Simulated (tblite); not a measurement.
Compound: C7H9NOS.
Atom-mapped SMILES: `[CH:1]#[C:2][C@@:3]1([SH:4])[CH2:5][CH2:6][NH:7][C:8](=[O:9])[CH2:10]1` (hydrogens: H11 on C1; H12 on S4; H13, H14 on C5; H15, H16 on C6; H17 on N7; H18, H19 on C10)

Structure used (GFN2-xTB), in Å, numbered top down from 1:
```xyz
19
C7H9NOS angstrom
C      1.2660   -2.1422    1.1571
C      1.0703   -1.0748    0.6513
C      0.8910    0.2371    0.0712
S      2.5700    1.0571   -0.0101
C      0.3577    0.1547   -1.3575
C     -0.9934   -0.5505   -1.3406
N     -1.8689    0.0326   -0.3485
C     -1.5153    0.6855    0.7795
O     -2.3375    0.9893    1.6171
C     -0.0539    1.0907    0.9082
H      1.4184   -3.0835    1.5940
H      2.8108    0.9716    1.2956
H      1.0522   -0.3960   -1.9935
H      0.2551    1.1674   -1.7520
H     -1.4722   -0.4653   -2.3209
H     -0.8429   -1.6176   -1.1230
H     -2.8426   -0.2361   -0.3898
H      0.0155    2.1344    0.5871
H      0.2097    1.0548    1.9675
```

Method: GFN2-xTB as coded in tblite; computed harmonic values from a numerical Hessian at the method's own geometry, unscaled. Errors from tens to a few hundred cm⁻¹ against measured bands are possible. Modes of hydrogen on sulfur can be 10 to 20 % off. One conformer, not necessarily the lowest.

Harmonic wavenumbers (cm⁻¹): 59.9, 102.6, 142.9, 150.1, 172.9, 199.9, 211.9, 309.9, 350.0, 397.4, 424.6, 454.3, 493.6, 529.8, 605.1, 624.7, 655.4, 672.4, 738.7, 806.2, 823.3, 866.9, 912.5, 949.0, 986.1, 1014.0, 1087.1, 1122.0, 1134.3, 1192.4, 1219.5, 1255.4, 1286.4, 1292.2, 1321.1, 1326.0, 1419.9, 1445.4, 1472.0, 1482.5, 1745.9, 2277.6, 2445.2, 2886.2, 2951.1, 2958.6, 2989.2, 2993.0, 3002.2, 3398.9, 3426.0.

A = 1686, B = 860.5, C = 827.1 MHz; mass 155.040 u (most abundant isotopes); point group C1, symmetry number 1.

**Question.** Zero-point energy?

**Answer.** ½Σν̃ = 31392 cm⁻¹ = 375.53 kJ/mol.

**Question.** Entropy at 350 K, 1 bar (ideal gas, RRHO, classical rotation)?

**Answer.** Translation 175.09, rotation 127.40, vibration 147.95: S = 450.5 J/(mol K).

**Question.** And Cp and H(350 K) − H(0)?

**Answer.** Cp = 196.42 J/(mol K), of which vibrations give 163.16 (their classical limit is 51 R = 424.0); H(350 K) − H(0) = 40.09 kJ/mol without the zero-point energy, 28.45 from vibrations.

**Question.** What must be added to the electronic energy to get the Gibbs energy at 350 K and 1 bar?

**Answer.** ZPE + [H(350 K) − H(0)] − T·S = 375.53 + 40.09 − 157.66 = 257.96 kJ/mol.

**Question.** Blend soft modes into free rotors: weight 1/[1 + (100 cm⁻¹/ν̃)⁴] for the oscillator and the rest for a rotor with moment μB/(μ + B), μ = h/(8π²ν), B = 10⁻⁴⁴ kg m². What vibrational entropy results?

**Answer.** 141.19 J/(mol K) in place of 147.95, which changes −T·S at 350 K by +2.37 kJ/mol.

Hindered rotation and anharmonicity are outside this model. Other conformers, if any are populated, would add a mixing term that is left out. The structure is chiral; the term R ln 2 for an equal mix with its mirror image is left out.
